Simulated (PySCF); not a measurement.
A survey of ¹⁷O NMR shifts

Method: GFN2-xTB geometry, σ from GIAO-PBE0/pcSseg-1, in PySCF 2.14.0 with density-fitted response routines (fast rotation and ring inversion assumed for equivalent nuclei, a single conformation, non-relativistic, isolated molecule).

Shieldings were converted by a linear fit to measured shifts: ¹⁷O: δ = 266.70 − 0.911σ (rms 10.7 ppm, 155 shifts, 12.2 ppm with the 3 outliers that the fit left out vs liquid water, solution or neat liquid). Occasional misses reach two or three times the rms, and more in compound classes unlike the fitted ones.

Task: Give the ¹⁷O shifts of `C=C[C@@]1(C)O[SiH2]OC[C@@H]1F`, `O=C=C(C=O)C(Cl)(Cl)Cl`.

Result: 
```
                                                               compound                                       environment  δ (ppm)
[CH2:1]=[CH:2][C@@:3]1([CH3:4])[O:5][SiH2:6][O:7][CH2:8][C@@H:9]1[F:10]  O5: oxygen bonded to C, Si, in a 6-membered ring      6.7
[CH2:1]=[CH:2][C@@:3]1([CH3:4])[O:5][SiH2:6][O:7][CH2:8][C@@H:9]1[F:10]  O7: oxygen bonded to C, Si, in a 6-membered ring    -24.0
             [O:1]=[C:2]=[C:3]([CH:4]=[O:5])[C:6]([Cl:7])([Cl:8])[Cl:9]                               O5: aldehyde oxygen    534.7
             [O:1]=[C:2]=[C:3]([CH:4]=[O:5])[C:6]([Cl:7])([Cl:8])[Cl:9]                               O1: carbonyl oxygen    348.4
```

Task: Order these by ¹⁷O shift, lowest first.
A. C=C(F)[C@@H](F)[C@H](C)C=O
B. COC/P=P/C(C)(C)C
C. CCP1(=O)CCPCC1

Result: B (7.6 ppm, ether oxygen), C (41.5 ppm, P=O oxygen), A (616.5 ppm, aldehyde oxygen).
